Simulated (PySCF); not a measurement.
Species: SiHMe2(OiPr), C5H14OSi.
Cartesian coordinates in Å at the PBE0-D3(BJ)/def2-SVP level; atoms count from 1:
```xyz
21
C5H14OSi angstrom
Si     0.6258    1.2647    0.0175
H      0.9956    1.5653    1.4424
C      2.1413    0.5915   -0.8572
H      2.9591    1.3301   -0.8407
H      1.9161    0.3541   -1.9090
H      2.5132   -0.3248   -0.3723
C     -0.0390    2.7886   -0.8273
H     -0.2868    2.5729   -1.8781
H      0.7010    3.6040   -0.8087
H     -0.9531    3.1414   -0.3264
O     -0.6207    0.1502    0.0133
C     -0.5801   -1.0971    0.6779
C     -0.3863   -2.2097   -0.3386
C     -1.8605   -1.2553    1.4759
H      0.2745   -1.1183    1.3870
H     -1.2127   -2.2005   -1.0665
H     -0.3608   -3.1956    0.1504
H      0.5556   -2.0758   -0.8913
H     -1.9593   -0.4412    2.2087
H     -2.7288   -1.2126    0.8001
H     -1.8811   -2.2156    2.0133
```

Method: TDDFT B3LYP/def2-SVPD, vertical, gas phase, core orbitals frozen in the response in PySCF 2.14.0, density-fitted response routines.

Transition dipole moments from the ground state, in atomic units and in the frame of the coordinates above (overall signs are arbitrary), for the states with f of 0.002 or more among the lowest 7:

```json
{"state": "S1", "E (eV)": "6.979", "μx": "0.351", "μy": "-0.132", "μz": "-0.148"}
{"state": "S2", "E (eV)": "7.282", "μx": "-0.126", "μy": "-0.116", "μz": "0.037"}
{"state": "S3", "E (eV)": "7.464", "μx": "0.293", "μy": "-0.039", "μz": "-0.109"}
{"state": "S4", "E (eV)": "7.665", "μx": "0.086", "μy": "0.048", "μz": "-0.094"}
{"state": "S5", "E (eV)": "7.798", "μx": "-0.074", "μy": "-0.266", "μz": "-0.327"}
{"state": "S6", "E (eV)": "7.939", "μx": "-0.045", "μy": "0.606", "μz": "-0.216"}
{"state": "S7", "E (eV)": "8.001", "μx": "-0.049", "μy": "-0.084", "μz": "-0.335"}
```

Problem. What oscillator strength does each state have?

Solution. f = (2/3) ΔE |μ|² with ΔE in hartree (27.2114 eV).

| state | \|μ\|² (au) | \|μ\| (D) | f |
| --- | --- | --- | --- |
| S1 | 0.163 | 1.02 | 0.028 |
| S2 | 0.031 | 0.44 | 0.005 |
| S3 | 0.099 | 0.80 | 0.018 |
| S4 | 0.018 | 0.35 | 0.003 |
| S5 | 0.183 | 1.09 | 0.035 |
| S6 | 0.416 | 1.64 | 0.081 |
| S7 | 0.121 | 0.89 | 0.024 |

Problem. Which bond between heavy atoms lies closest to the direction of the S6 transition dipole?

Solution. O11–C12, at 9° from it; next Si1–C7 at 19°.

Problem. What angle do the transition dipoles of S3 and S7 make?

Solution. |cos θ| = |μa·μb| / (|μa| |μb|) = 0.23, so θ ≈ 77° (taken between 0 and 90°, since the signs are arbitrary).

Problem. What peak molar absorption coefficient would the strongest computed level give as a lone Gaussian band 0.4 eV wide at half height?

Solution. ε(max) = 2.175×10⁸ f / FWHM, with the width in cm⁻¹. S6: 2.175×10⁸ × 0.0809 / 3226 ≈ 5500 L mol⁻¹ cm⁻¹.

The vertical ionisation energy (ΔSCF) is 9.45 eV, 1.45 eV above S7.

One conformer stands for the species.

Without π bonds the low states may be Rydberg-like; a valence basis with one diffuse set may place them up to an eV too high.
